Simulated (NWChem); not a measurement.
Atomisation of H₄Sn

```
Sn
H 1 1.7110
H 1 1.7110 2 109.47
H 1 1.7110 2 109.47 3 -120.00
H 1 1.7110 2 109.47 4 -120.00
```
Charge 0, spin multiplicity 1.

Program: NWChem. Structure: optimised with PBE0/def2-SVP with def2 effective core potentials on Sn, a minimum by its harmonic frequencies.

Basis set: def2-TZVP. The atomisation energy is electronic alone: no zero-point, thermal, spin-orbit or counterpoise terms. No value is extrapolated to the basis-set limit. Free atoms are single determinants with multiplicities Sn 3, H 2. Correlated methods freeze the same cores in atoms and molecule, 4 orbitals in all.

Effective core potentials replace the inner electrons of Sn; spin-orbit coupling is left out. The correlated methods keep 4 core orbitals frozen. B3LYP has NWChem's definition, with VWN1-RPA local correlation. The structure started from a generated list of species. No SCF solution was tested for a lower state. Open-shell Hartree-Fock references start from PBE0 orbitals. Coupled-cluster values serve here as a point of comparison, not as the truth.

```csv
method,atomisation energy (kcal/mol)
CAM-B3LYP,261.9
PBE0,252.2
B3LYP,258.2
LC-wPBE (omega 0.3 per bohr),?
HF,191.0
CCSD(T),?
PBE,?
MP2,?
```

### Question
Some entries are withheld; supply them.

### Answer

- LC-wPBE (omega 0.3 per bohr), atomisation energy (kcal/mol): 253.6
- CCSD(T), atomisation energy (kcal/mol): 250.0
- PBE, atomisation energy (kcal/mol): 251.1
- MP2, atomisation energy (kcal/mol): 235.2
